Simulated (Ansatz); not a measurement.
Stepwise reaction of `[NH2][Ta]([F])([F])=[S]` with water, as a gas-phase model of exchange steps in deposition or etching. ΔE in kJ/mol; ΔG adds harmonic PBE0-D4 terms to CCSD(T)/CBS, at 1 bar.

Calculated with Ansatz (gas phase, PBE0-D4/def2-TZVP geometries, no zero-point term in ΔE). CCSD(T)/CBS is the MP2 limit (def2-TZVPP, def2-QZVPP) plus CCSD(T) − MP2 in def2-TZVPP, frozen cores. This one scheme is used for every species. DFT in def2-TZVPP. B3LYP here is the variant with VWN-RPA as its local correlation; programs differ in this. def2 core potentials past Kr. For Ta outer-core shells are correlated without core-valence functions, which leaves a few kJ/mol of doubt a bond. Each species was taken in one conformer, which may not be the lowest.

```json
{"step": "1", "reaction": "`[NH2][Ta]([F])([F])=[S]` + H₂O → `[NH2][Ta]([OH])([F])=[S]` + H–F", "PBE-D4": "32.3", "B3LYP-D4": "31.0", "ωB97M-V": "30.6", "CCSD(T)/CBS": "25.3", "ΔG(600 K)": "25.6"}
{"step": "2", "reaction": "`[NH2][Ta]([OH])([F])=[S]` + H₂O → `[NH2][Ta]([OH])([OH])=[S]` + H–F", "PBE-D4": "39.1", "B3LYP-D4": "38.1", "ωB97M-V": "37.5", "CCSD(T)/CBS": "32.0", "ΔG(600 K)": "29.9"}
```

(1) By hand: ΔE of the 2 steps together at CCSD(T)/CBS.

Results:

(1) (25.3) + (32.0) = 57.3 kJ/mol, or 28.6 kJ/mol a step.

In ΔE each step is higher than the one before. All are uphill at CCSD(T)/CBS. ΔG lies between 25.6 and 29.9 kJ/mol a step. PBE-D4 differs from CCSD(T)/CBS by 7.0 to 7.1 kJ/mol a step. Only this route is followed, and other bonds may react first. Isolated molecules leave out the surface, adducts and barriers. Largest T1 diagnostic: 0.020.
